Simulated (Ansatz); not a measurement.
H8S2Si3 (`[SiH3]S[SiH2]S[SiH3]`), relaxed with RKS PBE0-D4/def2-TZVP in Ansatz from a GFN2-xTB geometry. The force threshold is 0.005 eV/Å; the program also tests the step.

Charge 0, multiplicity 1.

Start:

```xyz
13

Si   -1.269   -0.284   -2.040
S    -1.745    0.603   -0.135
Si    0.034    1.670    0.401
S     1.778    0.425    0.407
Si    1.238   -1.232    1.676
H    -0.980    0.795   -2.974
H    -2.489   -1.008   -2.349
H    -0.119   -1.160   -1.862
H    -0.257    2.154    1.736
H     0.347    2.681   -0.588
H     2.468   -2.004    1.705
H     0.135   -1.947    1.048
H     0.857   -0.694    2.975
```

Question: By how much does the energy fall, and how many steps does the optimiser take? (Best estimate.)

Answer: Computed: 4.21 kcal/mol, in 13 steps, 1 of them rejected.

Question: Which bonds change most? (Estimate.)

Answer: The calculation gave: Si3–H10 from 1.449 to 1.482 Å; Si3–H9 from 1.449 to 1.482 Å; Si1–H7 from 1.452 to 1.483 Å; Si5–H11 from 1.452 to 1.483 Å.

Question: Give the relaxed structure. (Best estimate.)

Answer: The calculation gave: 
```xyz
13

Si   -1.257   -0.302   -1.855
S    -1.766    0.497    0.069
Si    0.019    1.615    0.393
S     1.781    0.439    0.162
Si    1.241   -1.146    1.504
H    -0.553    0.727   -2.661
H    -2.545   -0.663   -2.496
H    -0.407   -1.509   -1.727
H    -0.102    2.145    1.771
H     0.157    2.713   -0.593
H     2.517   -1.780    1.915
H     0.380   -2.147    0.831
H     0.537   -0.590    2.687
```
